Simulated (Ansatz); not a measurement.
Coupled-cluster run, CH5Cl2NSi (`C[Si](N)(Cl)Cl`).

```yaml
crystal:
  periodic: [false, false, false]
  atoms:
    - {symbol: C, position_ang: [-1.356088, -0.419103, 0.098719]}
    - {symbol: Si, position_ang: [0.261260, 0.300193, -0.421395]}
    - {symbol: N, position_ang: [1.517726, -0.165962, 0.620876]}
    - {symbol: Cl, position_ang: [0.804001, -0.341299, -2.290607]}
    - {symbol: Cl, position_ang: [0.016594, 2.347106, -0.559740]}
    - {symbol: H, position_ang: [-1.613951, -0.081524, 1.105953]}
    - {symbol: H, position_ang: [-1.300766, -1.509349, 0.096545]}
    - {symbol: H, position_ang: [-2.150205, -0.100910, -0.578587]}
    - {symbol: H, position_ang: [2.474746, -0.074274, 0.318920]}
    - {symbol: H, position_ang: [1.429782, -0.005976, 1.612317]}
basis:
  gaussian: {orbitals: def2-TZVPP}
correlation: {method: ccsd_t}
output: {orbitals: {seedname: orbitals}}
```

```sh
$ ansatz run in.yaml --threads 4 --pin off --events-out ev --progress --plain --max-ram 10444MiB
```

Log, shortened:

```
Functional definition: HF
1500 factors; integrals over basis functions are off by at most 1.3e-3 eV
mean field evaluation 1: about -35463.6650 eV, gradient 4.0e1 eV
mean field evaluation 2: about -35463.9230 eV, gradient 4.0e1 eV
mean field evaluation 4: about -35467.4445 eV, gradient 3.4e0 eV
mean field evaluation 8: about -35467.4963 eV, gradient 2.3e-1 eV
mean field -35467.49652697 eV, -1303.4064566337 hartree, gradient 2.6e-6 eV, S^2 0.000000; 0 other end points of the search recorded, 0 dependent functions left out
17 core orbitals not correlated: weight in the atoms' cores, before any rotation towards them, 1.000 or more for the frozen orbitals, at most 0.000 for the correlated occupied ones
reference -35467.49652697 eV, -1303.4064566337 hartree; 16, 16 occupied and 225, 225 virtual orbitals, 1500 factors
second order -24.14747482 eV of doubles, -0.00000000 eV of singles
cycle   1  -25.06119371 eV  change   -9.1e-1 eV  update   8.9e-2
cycle   2  -25.57071748 eV  change   -5.1e-1 eV  update   2.4e-2
cycle   3  -25.65555662 eV  change   -8.5e-2 eV  update   1.1e-2
cycle   4  -25.64818095 eV  change    7.4e-3 eV  update   2.3e-3
cycle   5  -25.64800895 eV  change    1.7e-4 eV  update   8.8e-4
cycle   6  -25.64800744 eV  change    1.5e-6 eV  update   2.4e-4
cycle   7  -25.64793235 eV  change    7.5e-5 eV  update   9.4e-5
cycle   8  -25.64794749 eV  change   -1.5e-5 eV  update   2.9e-5
perturbative correction -1.05393271 eV, -0.0387313127 hartree
Total energy: -35494.19840717 eV, -1304.3877326317 hartree
```

It took 3.1 min on 4 threads of an Arm Neoverse V1 on a shared host, with 5.6 GiB of host memory at the peak.

MP2 recovers 90.4 % of the CCSD(T) correlation energy and the triples give 3.9 %; T1 = 0.0089.
